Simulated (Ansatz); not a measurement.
Ideal-gas functions of CH₃F₃OTi, SMILES `C[O][Ti]([F])([F])[F]` at 800 K and 1 bar, from an Ansatz frequency run at PBE0-D4/def2-TZVP.

Molar mass 135.9 g/mol, point group C3v (symmetry number 3), electronic degeneracy 1, moments of inertia 159.675, 288.588, 288.613 u Å². Harmonic wavenumbers (cm⁻¹, unscaled): 43, 43, 44, 193, 193, 214, 243, 243, 616, 738, 783, 783, 1169, 1169, 1242, 1475, 1483, 1483, 3038, 3121, 3121.

Use S(trans) = R[1.5 ln M + 2.5 ln T − 1.1517]; rotational temperatures θ = 24.2544 K / I; S(rot) = R[ln(√π/σ · √(T³/θAθBθC)) + 1.5]; for each mode x = 1.438777 ν̃/T, S = R[x/(eˣ − 1) − ln(1 − e⁻ˣ)] and H = RT x/(eˣ − 1); 1 cm⁻¹ = 0.0119627 kJ/mol; R = 8.31446 J/(mol·K).

Task: By hand: the entropy, in J/(mol·K).

Result: Translation 190.6. Rotation: θ = 0.1519, 0.084, 0.084 K, giving 119.9. Vibration, mode by mode: 29.60, 29.60, 29.41, 17.15, 17.15, 16.30, 15.26, 15.26, 7.88, 6.55, 6.12, 6.12, 3.52, 3.52, 3.17, 2.28, 2.25, 2.25, 0.23, 0.20, 0.20, in all 214.0. Electronic 0.0. Sum 524.5 J/(mol·K).

Task: By hand: H − E and G − E in kJ/mol, counted from the electronic energy.

Result: Zero-point energy ½ × 21437 × 0.0119627 = 128.2; thermal vibration 69.3; translation, rotation and pV give 4 RT = 26.6. H − E = 224.1 kJ/mol, and G − E = 224.1 − 800 × 524.5/1000 = -195.5 kJ/mol.

Vibration gives 41 % of the entropy, 88.6 J/(mol·K) of it from the modes under 150 cm⁻¹: soft modes count most, and the harmonic formula is weakest for them. The sum counts one conformer and one mirror image; others add a mixing term.
